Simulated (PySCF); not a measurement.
A structure optimised at PBE-D3(BJ)/def2-SVP, used in a PySCF frequency run:

```
B
O 1 1.3645
H 2 0.9758 1 113.85
C 1 1.5709 2 120.26 3 180.00
H 4 1.1165 1 110.19 2 56.15
H 4 1.1165 5 102.43 1 117.24
N 4 1.4652 5 108.88 6 115.19
C 7 1.2736 4 120.26 5 124.53
O 8 1.3662 7 131.96 4 0.00
H 8 1.1074 7 120.04 4 180.00
C 9 1.4397 8 119.24 10 180.00
H 11 1.1164 9 107.43 8 -123.62
H 11 1.1164 12 105.21 9 114.24
```

Task: Write its SMILES, formula and point group.

Result: OB1CN=COC1, C3H6BNO2, Cs

Task: What are its rotational constants (standard atomic weights)?

Result: 4.7211, 2.4317, 1.6374 GHz
